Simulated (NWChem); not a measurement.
System: GeNH2Cl, singlet; SMILES [Ge]([NH2])[Cl]

Input file for NWChem:

```
start job
memory heap 200 mb stack 900 mb global 1100 mb
geometry units angstroms noautoz
  Ge     0.470645     0.520238     0.000000
  Cl    -0.156099    -1.629605     0.000000
  N     -1.233627     1.196295     0.000000
  H     -2.080827     0.618247     0.000000
  H     -1.433292     2.201113     0.000000
end
basis spherical
  Ge library aug-cc-pvdz
  Cl library aug-cc-pvdz
  N library aug-cc-pvdz
  H library aug-cc-pvdz
end
dft
  xc xpbe96 cpbe96
  iterations 150
  vectors input atomic output neutral.movecs
end
task dft energy
charge 1
dft
  odft
  mult 2
  vectors input atomic output cation.movecs
end
task dft energy
charge -1
dft
  odft
  mult 2
  vectors input atomic output anion.movecs
end
task dft energy
```

NWChem printed, in part:

```
             Northwest Computational Chemistry Package (NWChem) 7.3.0
             --------------------------------------------------------

 CS  symmetry detected

                             Geometry "geometry" -> ""
                             -------------------------

 Output coordinates in angstroms (scale by  1.889725989 to convert to a.u.)

  No.       Tag          Charge          X              Y              Z
 ---- ---------------- ---------- -------------- -------------- --------------
    1 Ge                  32.0000     0.45629361     0.52661786     0.00000000
    2 Cl                  17.0000    -0.12953512    -1.63473303     0.00000000
    3 N                    7.0000    -1.26050246     1.17020730     0.00000000
    4 H                    1.0000    -2.09657895     0.57618421     0.00000000
    5 H                    1.0000    -1.47920217     2.17105482     0.00000000

 Effective nuclear repulsion energy (a.u.)     240.1293395586

      Symmetry information
      --------------------

 Group name             Cs
 Group number              2
 Group order               2
 No. of unique centers     5

  pbe96 is a nonlocal functional; adding pw91lda local functional.

                                 NWChem DFT Module
                                 -----------------

 Summary of "ao basis" -> "ao basis" (spherical)
 ------------------------------------------------------------------------------
       Tag                 Description            Shells   Functions and Types
 ---------------- ------------------------------  ------  ---------------------
 Ge                       aug-cc-pvdz               14       36   6s5p3d
 Cl                       aug-cc-pvdz               11       27   5s4p2d
 N                        aug-cc-pvdz                9       23   4s3p2d
 H                        aug-cc-pvdz                5        9   3s2p

      Symmetry analysis of basis
      --------------------------

        a'         74
        a"         30

            General Information
            -------------------
          SCF calculation type: DFT
          Wavefunction type:  closed shell.
          No. of atoms     :     5
          No. of electrons :    58
           Alpha electrons :    29
            Beta electrons :    29
          Charge           :     0
          Spin multiplicity:     1
          Use of symmetry is: on ; symmetry adaption is: on
          Maximum number of iterations: 150
          AO basis - number of functions:   104
                     number of shells:    44
          Convergence on energy requested:  1.00D-06
          Convergence on density requested:  1.00D-05
          Convergence on gradient requested:  5.00D-04

              XC Information
              --------------
          PerdewBurkeErnzerhof Exchange Functional  1.000
            Perdew 1991 LDA Correlation Functional  1.000 local
           PerdewBurkeErnz. Correlation Functional  1.000 non-local

             Grid Information
             ----------------
          Grid used for XC integration:  medium
          Radial quadrature: Mura-Knowles
          Angular quadrature: Lebedev.
          Tag              B.-S. Rad. Rad. Pts. Rad. Cut. Ang. Pts.
          ---              ---------- --------- --------- ---------
          Ge                  1.25      112          14.0       590
          Cl                  1.00       88          15.0       590
          N                   0.65       49          12.0       434
          H                   0.35       45          14.0       434
          Grid pruning is: on
          Number of quadrature shells:   339
          Spatial weights used:  Erf1

      Superposition of Atomic Density Guess
      -------------------------------------

 Sum of atomic energies:       -2590.05580233

      Non-variational initial energy
      ------------------------------

 Total energy =   -2590.662430
 1-e energy   =   -4082.495612
 2-e energy   =    1251.703842
 HOMO         =      -0.292163
 LUMO         =      -0.035843

      Symmetry analysis of molecular orbitals - initial
      -------------------------------------------------

  Numbering of irreducible representations:

     1 a'          2 a"

  Orbital symmetries:

     1 a'          2 a'          3 a'          4 a'          5 a'
     6 a"          7 a'          8 a'          9 a'         10 a'
    11 a"         12 a'         13 a'         14 a'         15 a"
    16 a'         17 a'         18 a'         19 a"         20 a"
    21 a'         22 a'         23 a'         24 a'         25 a'
    26 a"         27 a'         28 a"         29 a'         30 a"
    31 a'         32 a'         33 a'         34 a'         35 a"
    36 a'         37 a'         38 a'         39 a'

   convergence    iter        energy       DeltaE   RMS-Dens  Diis-err
 ---------------- ----- ----------------- --------- --------- ---------
 d= 0,ls=0.0,diis     1  -2592.5731231259 -2.83D+03  1.60D-02  5.85D-01
 d= 0,ls=0.0,diis     2  -2592.2694564594  3.04D-01  1.11D-02  2.47D+00
 d= 0,ls=0.0,diis     3  -2592.6187529974 -3.49D-01  3.72D-03  1.89D-01
 d= 0,ls=0.0,diis     4  -2592.6345397875 -1.58D-02  1.91D-03  5.80D-02
 d= 0,ls=0.0,diis     5  -2592.6439970029 -9.46D-03  3.67D-04  1.90D-03
  Resetting Diis
 d= 0,ls=0.0,diis     6  -2592.6442541020 -2.57D-04  5.27D-05  6.28D-05
 d= 0,ls=0.0,diis     7  -2592.6442622153 -8.11D-06  5.09D-05  4.96D-06
 d= 0,ls=0.0,diis     8  -2592.6442592492  2.97D-06  3.30D-05  2.65D-05
 d= 0,ls=0.0,diis     9  -2592.6442629691 -3.72D-06  7.33D-06  1.00D-06
 d= 0,ls=0.0,diis    10  -2592.6442630998 -1.31D-07  1.97D-06  6.47D-08

         Total DFT energy =    -2592.644263099772
      One electron energy =    -4083.595901538085
           Coulomb energy =     1365.119214561864
    Exchange-Corr. energy =     -114.296915682180
 Nuclear repulsion energy =      240.129339558629

 Numeric. integr. density =       57.999997737483

[...]
```

Level: PBE/aug-cc-pVDZ, vertical spin-unrestricted ions. Low-valent species are run as closed-shell singlets; no triplet was tried in these runs. Structure relaxed at the PBE-D3(BJ)/def2-SVP level.
